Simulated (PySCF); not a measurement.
Partial charges of isobutyl formate

Compound: isobutyl formate, C5H10O2.
Numbering: `[CH3:1][CH:2]([CH3:3])[CH2:4][O:5][CH:6]=[O:7]` (hydrogens: H8, H9, H10 on C1; H11 on C2; H12, H13, H14 on C3; H15, H16 on C4; H17 on C6)

Geometry (PBE0-D3(BJ)/def2-TZVP, Å), atoms numbered from 1 in this order:
```
atom  x, y, z in Å
C1    -0.683   -1.541   -0.112
C2    -0.514   -0.069    0.227
C3    -1.817    0.697    0.051
C4     0.558    0.583   -0.625
O5     1.832   -0.065   -0.486
C6     2.605    0.354    0.511
O7     2.343    1.215    1.301
H8     0.250   -2.093    0.017
H9    -1.440   -2.001    0.528
H10   -1.005   -1.664   -1.151
H11   -0.198    0.022    1.272
H12   -2.176    0.624   -0.980
H13   -2.595    0.289    0.700
H14   -1.698    1.755    0.294
H15    0.669    1.637   -0.364
H16    0.315    0.495   -1.687
H17    3.544   -0.218    0.502
```

Density: PBE0/pcSseg-2 (PySCF); schemes: Mulliken, IAO, Hirshfeld and ESP-fitted. One conformer (not necessarily the lowest) at the PBE0-D3(BJ)/def2-TZVP geometry, without solvent, vibrations or thermal averaging.

Question: What partial charge does each atom carry?

Answer: In e:

```csv
atom,environment,Mulliken,IAO,Hirshfeld,ESP-fitted
C1,methyl carbon,-0.059,-0.432,-0.128,-0.558
C2,sp3 CH carbon,-0.050,-0.104,-0.034,+0.376
C3,methyl carbon,-0.078,-0.430,-0.120,-0.770
C4,sp3 carbon bound to oxygen,+0.186,-0.071,-0.001,+0.042
O5,ester single-bonded oxygen,-0.370,-0.344,-0.098,-0.398
C6,ester carbonyl carbon,+0.425,+0.406,+0.174,+0.575
O7,ester carbonyl oxygen,-0.405,-0.461,-0.253,-0.517
H8,methyl hydrogen,+0.043,+0.149,+0.039,+0.131
H9,methyl hydrogen,+0.033,+0.144,+0.045,+0.140
H10,methyl hydrogen,+0.018,+0.135,+0.041,+0.153
H11,methine hydrogen,+0.040,+0.144,+0.042,+0.055
H12,methyl hydrogen,+0.020,+0.137,+0.042,+0.185
H13,methyl hydrogen,+0.040,+0.149,+0.048,+0.211
H14,methyl hydrogen,+0.037,+0.145,+0.046,+0.173
H15,methylene hydrogen,+0.049,+0.153,+0.044,+0.093
H16,methylene hydrogen,+0.038,+0.150,+0.050,+0.080
H17,formyl hydrogen,+0.032,+0.129,+0.062,+0.031
```

Mean size of the charges over all atoms: ESP-fitted 0.264 e, IAO 0.217 e, Mulliken 0.113 e, Hirshfeld 0.074 e. Each set sums to the total charge, 0, to within 0.001 e. The Mulliken scheme counts on each atom the diagonal of the density matrix times the overlap matrix over that atom's basis functions.

Lowest charge. The schemes don't all agree: Mulliken O7 (-0.405); IAO O7 (-0.461); Hirshfeld O7 (-0.253); ESP-fitted C3 (-0.770).

Highest charge. All schemes agree: Mulliken C6 (+0.425); IAO C6 (+0.406); Hirshfeld C6 (+0.174); ESP-fitted C6 (+0.575).

Question: Sum the charges by element.

Answer: 
| element | atoms | Mulliken | IAO | Hirshfeld | ESP-fitted |
| --- | --- | --- | --- | --- | --- |
| C | 5 | +0.424 | -0.630 | -0.109 | -0.335 |
| O | 2 | -0.775 | -0.805 | -0.350 | -0.915 |
| H | 10 | +0.351 | +1.435 | +0.459 | +1.250 |

Question: How closely do the schemes follow one another over all atoms?

Answer: Correlation coefficient and root-mean-square difference: IAO with Hirshfeld 0.96, 0.163 e; IAO with ESP-fitted 0.90, 0.161 e; Hirshfeld with ESP-fitted 0.85, 0.265 e; Mulliken with Hirshfeld 0.85, 0.110 e; Mulliken with IAO 0.77, 0.163 e; Mulliken with ESP-fitted 0.70, 0.252 e.
